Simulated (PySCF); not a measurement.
An unknown shows these calculated signals:

¹H NMR (300 MHz, computed): δ 5.21 (m, 2H).

¹³C{¹H} NMR (computed): δ 177.6 (C), 129.0 (C).

All values are calculated (PySCF 2.14): PBE0/pcSseg-1 with gauge-including orbitals, geometry: GFN2-xTB. A single conformation, no relativistic terms, isolated molecule, equivalent nuclei averaged.

Chemical shifts δ = σref − σ; ¹H (σref 31.72) and ¹³C (σref 186.93) against TMS, all at this level.

**Question.** Which of these does the molecule contain: a Si–H bond, a CF3 group, an N-methyl group, an S-methyl group, a nitrile?

**Answer.** 
- A Si–H bond: yes (δH 5.21 (m)).
- A CF3 group: yes (δC 129.0).
- An N-methyl group: no.
- An S-methyl group: no.
- A nitrile: no.

The data belong to `C(OC(=O)[SiH2]F)(F)(F)F`, C2H2F4O2Si; they needn't prove each group on their own.

Carbon signals by region: 1 in the far downfield region (above 160 ppm), 1 in the sp2 and nitrile region (100–160 ppm). Above 160 ppm: 177.6, carbonyl carbon.

Splittings by ¹⁹F in the carbon and heteronuclear signals aren't shown, as no couplings were computed. Shifts are as computed. Against solution values, carbons near 30 ppm lie about +3 ppm off and those near 130 ppm about +5 ppm. Of 1211 compounds with measured shifts, 218 miss one by over three times the rms of a fit or turn the order of signals round; such compounds aren't used in these exercises.
